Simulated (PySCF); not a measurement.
Compound: cis-Zr(PH3)2F4 (singlet state).
Bonds: Zr1–P2, Zr1–F6, Zr1–P7, Zr1–F11, Zr1–F12, Zr1–F13. Hydrogens: H3, H4, H5 on P2; H8, H9, H10 on P7.

Computed by this run: PySCF, PBE0-D3(BJ)/def2-SVP geometry optimisation, gas phase, def2 core potentials past Kr; density fitting, grid level 1; the optimiser is geomeTRIC in internal coordinates, started from a GFN2-xTB structure with every atom displaced at random (about 0.03 Å).

Step 0: E = -30799.1130 eV
```
atom  x, y, z in Å  |  force x, y, z in eV/Å
Zr1    -1.0137   -0.0684   -1.0696   -3.435   7.142  -1.383
P2     -0.9572   -0.0211    1.8014    1.444   0.881  -2.289
H3     -0.1622   -0.9011    2.4555    1.325  -1.204   0.591
H4     -1.9053   -0.2544    2.6553   -3.159  -0.677   1.975
H5     -0.5177    1.0660    2.5221    0.487   1.026   0.276
F6     -0.7862    0.0185   -2.9374    0.236  -0.153  -1.010
P7      1.8439    0.0067   -0.9103   -0.564   0.513   1.411
H8      2.5812   -1.0317   -0.3822    0.310  -0.986   0.493
H9      2.5207    0.9839   -0.1294   -0.245   0.143  -0.044
H10     2.6550    0.1088   -1.9776    0.947   0.326  -1.795
F11    -2.9531   -0.0101   -0.7898    0.836  -0.129  -0.129
F12    -0.5892    1.7761   -0.5846    0.278   0.092   0.141
F13    -0.6855   -1.7254   -0.6311    1.539  -6.974   1.765
```

Step 1: E = -30800.2529 eV
```
atom  x, y, z in Å  |  force x, y, z in eV/Å
Zr1    -1.0469   -0.0453   -1.0964   -0.362  -0.016  -0.250
P2     -0.9591    0.0032    1.8492    0.268  -0.162   0.426
H3     -0.1084   -0.9310    2.5003    0.087  -0.038  -0.073
H4     -2.0470   -0.2420    2.7162   -0.294  -0.022  -0.075
H5     -0.4791    1.1385    2.5521    0.009   0.097  -0.121
F6     -0.8080    0.0379   -3.0081   -0.007  -0.063   0.501
P7      1.8698    0.0228   -0.9131    0.456  -0.205   0.231
H8      2.5940   -1.0760   -0.3766   -0.100  -0.073   0.006
H9      2.5109    1.0083   -0.1162   -0.119   0.081  -0.040
H10     2.6901    0.1684   -2.0579   -0.071   0.092  -0.146
F11    -2.9427    0.0183   -0.8248    0.233  -0.019  -0.059
F12    -0.5559    1.7738   -0.5442   -0.103  -0.468  -0.265
F13    -0.6871   -1.9291   -0.6584    0.002   0.796  -0.133
```

Q: Estimate the geometry and energy of step 2. (The exact step hangs on the optimiser's Hessian estimate; all steps are aligned on step 1, rigid shifts and turns removed.)

A: E = -30800.3106 eV, largest force 0.346 eV/Å
```
atom  x, y, z in Å  |  force x, y, z in eV/Å
Zr1    -1.0619   -0.0061   -1.0920    0.069  -0.060  -0.089
P2     -0.9662   -0.0299    1.8935    0.157  -0.038   0.306
H3     -0.0929   -0.9673    2.5209   -0.051   0.077  -0.104
H4     -2.0944   -0.3088    2.7172    0.014   0.042  -0.156
H5     -0.5121    1.1164    2.6017   -0.046  -0.007  -0.010
F6     -0.8109    0.0588   -2.9807    0.014  -0.178  -0.086
P7      1.8952    0.0048   -0.9159    0.237  -0.110   0.060
H8      2.5918   -1.1029   -0.3553   -0.063   0.050  -0.033
H9      2.5377    1.0188   -0.1589    0.008   0.034  -0.017
H10     2.6875    0.1240   -2.0916   -0.086   0.036   0.033
F11    -2.9415    0.0421   -0.8211   -0.273  -0.058   0.028
F12    -0.5961    1.8321   -0.7167    0.059  -0.019   0.200
F13    -0.6056   -1.8341   -0.5789   -0.038   0.230  -0.132
```

The energy changes by -0.0577 eV. The first-order estimate −F·Δx gives -0.1515 eV and the mean of the old and new forces, exact on a quadratic surface, -0.0602 eV. The step makes an angle of 70° with the force vector and moves no atom by more than 0.186 Å.

The cost below is that of the whole optimisation. Time: 5.6 min of wall time; peak memory 0.61 GiB. Hardware: one thread of an Arm Neoverse V2, no GPU, shared host.
